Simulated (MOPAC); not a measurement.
Input for MOPAC: AM1 on CH6BeSi (SMILES [CH3][Be][SiH3]), a point of a bond scan (R = 2.234 Å).

```
AM1 1SCF PRECISE CHARGE=0 THREADS=1
CH6BeSi

Be    -0.09423418 1     0.60885896 1    -0.43233624 1
C     -0.30367175 1     1.96206151 1    -1.39321311 1
H     -1.09943238 1     2.61396247 1    -1.01624744 1
H     -0.57125009 1     1.69742265 1    -2.42213540 1
H      0.60550301 1     2.57087395 1    -1.44854529 1
Si     0.17948039 1    -1.15964546 1     0.82343660 1
H      0.23038639 1    -3.04905122 1    -0.36775828 1
H     -0.91392648 1    -1.32087649 1     1.82186631 1
H      1.45193001 1    -1.11490180 1     1.59626639 1
```

Output:

```
*******************************************************************************
 **                                                                           **
 **                              MOPAC v23.2.5                                **
 **                                                                           **
 *******************************************************************************
 ** MOPAC's Digital Object Identifier: https://doi.org/10.5281/zenodo.6511958 **
 **                                                                           **
 ** Please cite the open-source release paper for use of this MOPAC version:  **
 ** J. E. Moussa and J. J. P. Stewart (2026)                                  **
 ** MOPAC: An open-source semiempirical molecular orbital program             **
 ** J. Open Source Softw., 11(119), 8025, https://doi.org/10.21105/joss.08025 **
 *******************************************************************************

                              AM1 CALCULATION RESULTS

 *******************************************************************************
 *  AM1        - The AM1 Hamiltonian to be used
 *
 *
 *
 *                 CHARGE ON SYSTEM = 0
 *
 *
 *
 *  PRECISE    - TIGHTER CRITERIA TO BE USED
 *  1SCF       - DO 1 SCF AND THEN STOP
 *  THREADS=1  - MULTI-THREADING NOT USED
 *  T=         - A TIME OF 172800.0 SECONDS REQUESTED
 *  DUMP=N     - RESTART FILE WRITTEN EVERY 7200.0 SECONDS REQUESTED
 *******************************************************************************
AM1 1SCF PRECISE CHARGE=0 THREADS=1
 CH6BeSi

   ATOM   CHEMICAL          X               Y               Z
  NUMBER   SYMBOL      (ANGSTROMS)     (ANGSTROMS)     (ANGSTROMS)

     1      Be         -0.09423418  *   0.60885896  *  -0.43233624  *
     2       C         -0.30367175  *   1.96206151  *  -1.39321311  *
     3       H         -1.09943238  *   2.61396247  *  -1.01624744  *
     4       H         -0.57125009  *   1.69742265  *  -2.42213540  *
     5       H          0.60550301  *   2.57087395  *  -1.44854529  *
     6      Si          0.17948039  *  -1.15964546  *   0.82343660  *
     7       H          0.23038639  *  -3.04905122  *  -0.36775828  *
     8       H         -0.91392648  *  -1.32087649  *   1.82186631  *
     9       H          1.45193001  *  -1.11490180  *   1.59626639  *



          CARTESIAN COORDINATES

    NO.       ATOM           X           Y           Z

     1        Be         -0.0942      0.6089     -0.4323
     2         C         -0.3037      1.9621     -1.3932
     3         H         -1.0994      2.6140     -1.0162
     4         H         -0.5713      1.6974     -2.4221
     5         H          0.6055      2.5709     -1.4485
     6        Si          0.1795     -1.1596      0.8234
     7         H          0.2304     -3.0491     -0.3678
     8         H         -0.9139     -1.3209      1.8219
     9         H          1.4519     -1.1149      1.5963

  H: (AM1): M.J.S. DEWAR ET AL, J. AM. CHEM. SOC. 107 3902-3909 (1985)
 Be: (AM1): J. J. P. STEWART, J. MOL. MOD., 10, 155-164 (2004)
  C: (AM1): M.J.S. DEWAR ET AL, J. AM. CHEM. SOC. 107 3902-3909 (1985)
 Si: (AM1): M.J.S.DEWAR, C. JIE, ORGANOMETALLICS, 6, 1486-1490 (1987).

           Empirical Formula: C H6 Be Si  =     9 atoms



      MOLECULAR POINT GROUP   :   C1


      RHF CALCULATION, NO. OF DOUBLY OCCUPIED LEVELS = 8


 -------------------------------------------------------------------------------
 AM1 1SCF PRECISE CHARGE=0 THREADS=1
 CH6BeSi



     1SCF WAS SPECIFIED, SO BFGS WAS NOT USED
     SCF FIELD WAS ACHIEVED


                              AM1 CALCULATION
                                                       MOPAC v23.2.5 Linux




          FINAL HEAT OF FORMATION =        373.63861 KCAL/MOL =    1563.30396 KJ/MOL


          COSMO AREA              =        126.76 SQUARE ANGSTROMS
          COSMO VOLUME            =        113.85 CUBIC ANGSTROMS

          IONIZATION POTENTIAL    =          9.861902 EV
          HOMO LUMO ENERGIES (EV) =         -9.862 -0.311
          NO. OF FILLED LEVELS    =          8
          MOLECULAR WEIGHT        =         55.1561         POINT GROUP:  C1

          MOLECULAR DIMENSIONS (Angstroms)

            Atom       Atom       Distance
            H     7    H     3     5.85309
            H     4    H     8     4.03306
            H     4    H     9     2.20686


          SCF CALCULATIONS        =          1





   ATOM   CHEMICAL          X               Y               Z
  NUMBER   SYMBOL      (ANGSTROMS)     (ANGSTROMS)     (ANGSTROMS)

     1      Be         -0.09423418  *   0.60885896  *  -0.43233624  *
     2       C         -0.30367175  *   1.96206151  *  -1.39321311  *
     3       H         -1.09943238  *   2.61396247  *  -1.01624744  *
     4       H         -0.57125009  *   1.69742265  *  -2.42213540  *
     5       H          0.60550301  *   2.57087395  *  -1.44854529  *
     6      Si          0.17948039  *  -1.15964546  *   0.82343660  *
     7       H          0.23038639  *  -3.04905122  *  -0.36775828  *
     8       H         -0.91392648  *  -1.32087649  *   1.82186631  *
     9       H          1.45193001  *  -1.11490180  *   1.59626639  *

                             CARTESIAN COORDINATES

   1   Be       -0.094234180     0.608858960    -0.432336240
   2    C       -0.303671750     1.962061510    -1.393213110
   3    H       -1.099432380     2.613962470    -1.016247440
   4    H       -0.571250090     1.697422650    -2.422135400
   5    H        0.605503010     2.570873950    -1.448545290
   6   Si        0.179480390    -1.159645460     0.823436600
   7    H        0.230386390    -3.049051220    -0.367758280
   8    H       -0.913926480    -1.320876490     1.821866310
   9    H        1.451930010    -1.114901800     1.596266390


           Empirical Formula: C H6 Be Si  =     9 atoms



      MOLECULAR POINT GROUP   :   C1


                  EIGENVALUES
 -29.37969 -15.35502 -13.12704 -13.11118 -12.08177 -10.96081 -10.50893  -9.86190
  -0.31126   0.05896   1.54758   2.14978   2.55066   4.60670   4.61544   5.53462
   5.54649   5.71905


              NET ATOMIC CHARGES AND DIPOLE CONTRIBUTIONS

  ATOM NO.   TYPE          CHARGE      No. of ELECS.   s-Pop       p-Pop
    1         Be           0.056520        1.9435     0.82066     1.12282
    2          C          -0.413027        4.4130     1.16839     3.24464
    3          H           0.078283        0.9217     0.92172
    4          H           0.078864        0.9211     0.92114
    5          H           0.078391        0.9216     0.92161
    6         Si           0.286288        3.7137     0.82010     2.89362
    7          H           0.008625        0.9914     0.99138
    8          H          -0.086973        1.0870     1.08697
    9          H          -0.086973        1.0870     1.08697
 DIPOLE           X         Y         Z       TOTAL
 POINT-CHG.     0.207    -1.837     0.491     1.912
 HYBRID        -0.265     1.979    -0.972     2.220
 SUM           -0.058     0.142    -0.481     0.505


          ATOMIC ORBITAL ELECTRON POPULATIONS

     Atom    s        px        py        pz
    1 Be   0.82066   0.05814   0.71560   0.34908
    2  C   1.16839   1.02078   1.14492   1.07894
    3  H   0.92172
    4  H   0.92114
    5  H   0.92161
    6 Si   0.82010   0.91742   1.01854   0.95766
    7  H   0.99138
    8  H   1.08697
    9  H   1.08697

 **********************
 *                    *
 * JOB ENDED NORMALLY *
 *                    *
 **********************




 == MOPAC DONE ==
```

The run finished.

Cost: roughly 0.020 core-seconds.
